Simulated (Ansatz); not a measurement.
Steps of a relaxation of C3H11InO, SMILES `C[OH+][InH-]([CH3])[CH3]` with RKS PBE0-D4/def2-TZVP.

```sh
$ ansatz run in.yaml --threads 4 --pin off --events-out ev --progress --plain --max-ram 11315MiB
```

```yaml
crystal:
  periodic: [false, false, false]
  atoms:
    - {symbol: C, position_ang: [-1.111579, 0.831830, 1.696885]}
    - {symbol: O, position_ang: [0.231568, 1.049467, 1.258677]}
    - {symbol: In, position_ang: [0.994474, 0.027132, -0.830057]}
    - {symbol: C, position_ang: [1.510539, -1.934388, -0.001344]}
    - {symbol: C, position_ang: [-0.921043, 0.294668, -1.882073]}
    - {symbol: H, position_ang: [-1.286189, 1.289367, 2.694208]}
    - {symbol: H, position_ang: [-1.862409, 1.217979, 0.973386]}
    - {symbol: H, position_ang: [-1.245918, -0.262901, 1.786164]}
    - {symbol: H, position_ang: [0.395062, 2.008272, 1.176599]}
    - {symbol: H, position_ang: [2.221576, 1.286441, -1.003062]}
    - {symbol: H, position_ang: [0.601066, -2.512095, 0.258575]}
    - {symbol: H, position_ang: [2.134265, -1.815398, 0.906685]}
    - {symbol: H, position_ang: [2.091317, -2.523341, -0.740186]}
    - {symbol: H, position_ang: [-0.797844, 0.038266, -2.954427]}
    - {symbol: H, position_ang: [-1.709365, -0.364634, -1.466045]}
    - {symbol: H, position_ang: [-1.268220, 1.346733, -1.829785]}
basis:
  gaussian: {orbitals: def2-TZVP}
hamiltonian: {xc: pbe0, dispersion: d4}
relax: {f_tol: 0.005, max_steps: 150}
```

Positions (Å) and forces (eV/Å) along the path, 9 of 20 steps:

```xyz
16
step=1 energy=-10506.8238 eV
C    -1.112    0.832    1.697   -0.401   -0.159    0.156
O     0.232    1.049    1.259   -0.197    0.664   -0.028
In    0.994    0.027   -0.830   -0.069   -0.072   -0.002
C     1.511   -1.934   -0.001    0.058   -0.177    0.065
C    -0.921    0.295   -1.882   -0.169    0.014   -0.127
H    -1.286    1.289    2.694    0.148   -0.212   -0.530
H    -1.862    1.218    0.973    0.478   -0.167    0.338
H    -1.246   -0.263    1.786    0.113    0.559   -0.055
H     0.395    2.008    1.177   -0.117   -0.697    0.080
H     2.222    1.286   -1.003   -0.173   -0.174    0.022
H     0.601   -2.512    0.259    0.448    0.275   -0.123
H     2.134   -1.815    0.907   -0.307   -0.065   -0.437
H     2.091   -2.523   -0.740   -0.282    0.276    0.359
H    -0.798    0.038   -2.954   -0.073    0.122    0.511
H    -1.709   -0.365   -1.466    0.377    0.320   -0.205
H    -1.268    1.347   -1.830    0.166   -0.508   -0.024
16
step=5 energy=-10506.8886 eV
C    -1.110    0.826    1.690    0.001   -0.003    0.000
O     0.226    1.043    1.251   -0.012    0.004   -0.001
In    0.982    0.028   -0.828    0.002    0.005   -0.002
C     1.492   -1.906   -0.007    0.003   -0.007    0.005
C    -0.907    0.279   -1.872   -0.008    0.001   -0.004
H    -1.266    1.260    2.680    0.000    0.000    0.000
H    -1.836    1.236    0.983    0.000    0.001   -0.001
H    -1.248   -0.252    1.752    0.001   -0.001    0.000
H     0.406    1.986    1.211    0.009   -0.003    0.001
H     2.193    1.271   -1.006   -0.001   -0.001    0.000
H     0.598   -2.480    0.244    0.000    0.002   -0.001
H     2.100   -1.791    0.892   -0.001    0.002   -0.001
H     2.071   -2.487   -0.729   -0.001    0.003   -0.001
H    -0.790    0.012   -2.926    0.003   -0.002    0.003
H    -1.686   -0.363   -1.454    0.002    0.000    0.000
H    -1.249    1.316   -1.836    0.002   -0.001    0.001
16
step=9 energy=-10506.8888 eV
C    -1.115    0.832    1.688   -0.001    0.001   -0.001
O     0.225    1.031    1.254    0.003    0.001    0.001
In    0.979    0.029   -0.831    0.000    0.000    0.001
C     1.498   -1.903   -0.010    0.001    0.000   -0.002
C    -0.911    0.273   -1.874    0.000    0.000    0.001
H    -1.263    1.250    2.686    0.000    0.000   -0.001
H    -1.833    1.270    0.989    0.002   -0.001    0.002
H    -1.274   -0.244    1.730   -0.001    0.003   -0.001
H     0.429    1.970    1.238   -0.004   -0.004   -0.001
H     2.187    1.276   -1.007   -0.001    0.000    0.001
H     0.605   -2.483    0.235    0.000    0.000    0.000
H     2.099   -1.784    0.893    0.000    0.000    0.000
H     2.084   -2.480   -0.729    0.000    0.001    0.000
H    -0.796   -0.011   -2.923    0.000    0.000    0.000
H    -1.690   -0.361   -1.445   -0.001    0.000    0.000
H    -1.249    1.312   -1.851    0.000    0.000    0.000
16
step=13 energy=-10506.8889 eV
C    -1.128    0.854    1.684   -0.006   -0.007   -0.010
O     0.222    1.015    1.266   -0.003    0.017    0.001
In    0.976    0.024   -0.824    0.002    0.000    0.001
C     1.515   -1.911   -0.023   -0.003   -0.006   -0.001
C    -0.916    0.263   -1.864   -0.002   -0.001   -0.003
H    -1.273    1.265    2.686   -0.001   -0.001   -0.003
H    -1.825    1.322    0.983    0.013   -0.008    0.012
H    -1.322   -0.218    1.711    0.004    0.020    0.000
H     0.453    1.948    1.256   -0.007   -0.020    0.002
H     2.175    1.282   -0.990   -0.001    0.001    0.001
H     0.628   -2.503    0.212    0.004    0.001   -0.001
H     2.111   -1.795    0.884   -0.001    0.002   -0.002
H     2.111   -2.472   -0.747   -0.002    0.002    0.002
H    -0.803   -0.030   -2.912    0.000    0.001    0.002
H    -1.694   -0.368   -1.429    0.001    0.001    0.000
H    -1.254    1.301   -1.849    0.002   -0.002    0.001
16
step=15 energy=-10506.8889 eV
C    -1.136    0.867    1.681    0.004   -0.005   -0.010
O     0.221    1.006    1.274   -0.014    0.006    0.002
In    0.975    0.021   -0.819    0.002   -0.002   -0.002
C     1.524   -1.916   -0.031   -0.001   -0.001   -0.001
C    -0.918    0.256   -1.858    0.001    0.001    0.001
H    -1.282    1.280    2.682    0.000    0.001    0.000
H    -1.819    1.346    0.975    0.007   -0.005    0.006
H    -1.348   -0.201    1.707    0.003    0.011    0.000
H     0.465    1.936    1.266    0.000   -0.008    0.002
H     2.168    1.286   -0.976   -0.001    0.001    0.000
H     0.641   -2.515    0.201    0.002    0.001    0.000
H     2.122   -1.803    0.875    0.000    0.000    0.000
H     2.122   -2.469   -0.761   -0.002    0.001    0.002
H    -0.806   -0.036   -2.906    0.001    0.000    0.000
H    -1.695   -0.375   -1.422    0.000    0.000    0.000
H    -1.257    1.295   -1.843   -0.001    0.000    0.000
16
step=16 energy=-10506.8889 eV
C    -1.140    0.872    1.680    0.009   -0.002   -0.008
O     0.219    1.000    1.276   -0.012    0.006    0.004
In    0.975    0.019   -0.819   -0.003    0.003    0.003
C     1.529   -1.918   -0.034    0.001   -0.001   -0.004
C    -0.919    0.254   -1.856    0.000   -0.004   -0.001
H    -1.285    1.284    2.681    0.000    0.001    0.001
H    -1.817    1.359    0.973    0.003   -0.002    0.002
H    -1.361   -0.194    1.702    0.002    0.005   -0.001
H     0.473    1.927    1.272   -0.001   -0.006    0.001
H     2.163    1.289   -0.974    0.002   -0.001    0.001
H     0.647   -2.519    0.199    0.000    0.001    0.000
H     2.127   -1.805    0.872    0.000    0.001    0.000
H     2.127   -2.468   -0.764   -0.001    0.000    0.001
H    -0.807   -0.039   -2.903   -0.001    0.000   -0.001
H    -1.695   -0.377   -1.419   -0.001    0.000   -0.001
H    -1.259    1.292   -1.841    0.002    0.000    0.001
16
step=18 energy=-10506.8889 eV
C    -1.145    0.881    1.678    0.008    0.000   -0.001
O     0.218    0.993    1.282   -0.007    0.001    0.002
In    0.973    0.018   -0.816   -0.001    0.000    0.002
C     1.535   -1.920   -0.040    0.001    0.001    0.000
C    -0.921    0.248   -1.853    0.002    0.001    0.000
H    -1.290    1.292    2.679    0.000    0.000    0.000
H    -1.811    1.380    0.969   -0.001    0.000    0.000
H    -1.380   -0.182    1.695   -0.001    0.000    0.000
H     0.484    1.916    1.285    0.001   -0.002    0.000
H     2.158    1.292   -0.964    0.000    0.000   -0.001
H     0.656   -2.524    0.194    0.000    0.000    0.000
H     2.136   -1.808    0.864    0.000    0.000    0.000
H     2.132   -2.466   -0.774    0.000   -0.001    0.000
H    -0.809   -0.045   -2.900   -0.001    0.000    0.000
H    -1.697   -0.384   -1.416    0.001    0.000    0.000
H    -1.263    1.286   -1.839   -0.001    0.000    0.000
16
step=19 energy=-10506.8889 eV
C    -1.148    0.886    1.677    0.001   -0.002   -0.003
O     0.216    0.989    1.285   -0.003    0.004    0.001
In    0.972    0.017   -0.814    0.002   -0.002   -0.003
C     1.539   -1.921   -0.042   -0.001    0.001    0.001
C    -0.922    0.246   -1.852    0.000    0.000    0.001
H    -1.293    1.296    2.679    0.000   -0.001   -0.001
H    -1.809    1.389    0.967    0.003   -0.003    0.003
H    -1.390   -0.176    1.693    0.001    0.005    0.000
H     0.489    1.911    1.291   -0.001   -0.004    0.000
H     2.155    1.293   -0.962    0.000    0.001    0.001
H     0.661   -2.527    0.192    0.001    0.000    0.000
H     2.141   -1.810    0.861    0.000    0.000    0.000
H     2.135   -2.466   -0.779   -0.001    0.001    0.000
H    -0.809   -0.048   -2.899    0.000    0.000    0.001
H    -1.697   -0.387   -1.415    0.000    0.000    0.000
H    -1.264    1.284   -1.839    0.000    0.000    0.000
16
step=20 energy=-10506.8889 eV
C    -1.147    0.885    1.677    0.001    0.000   -0.001
O     0.216    0.989    1.285    0.000    0.002    0.001
In    0.973    0.018   -0.815    0.000   -0.001    0.000
C     1.538   -1.921   -0.042    0.000    0.000    0.000
C    -0.922    0.246   -1.852    0.000    0.000    0.000
H    -1.292    1.295    2.679    0.000    0.000    0.000
H    -1.809    1.389    0.968    0.000    0.000    0.001
H    -1.390   -0.176    1.692    0.000    0.001    0.000
H     0.489    1.910    1.291   -0.001   -0.002    0.000
H     2.156    1.294   -0.962    0.000    0.000    0.000
H     0.660   -2.526    0.193    0.000    0.000    0.000
H     2.141   -1.810    0.861    0.000    0.000    0.000
H     2.134   -2.466   -0.778    0.000    0.000    0.000
H    -0.809   -0.048   -2.899    0.000    0.000    0.000
H    -1.697   -0.386   -1.414    0.000    0.000    0.000
H    -1.264    1.284   -1.839    0.000    0.000    0.000
```

It took 120 s on 4 threads of an Arm Neoverse V1 on a shared host, with 0.78 GiB of host memory at the peak.
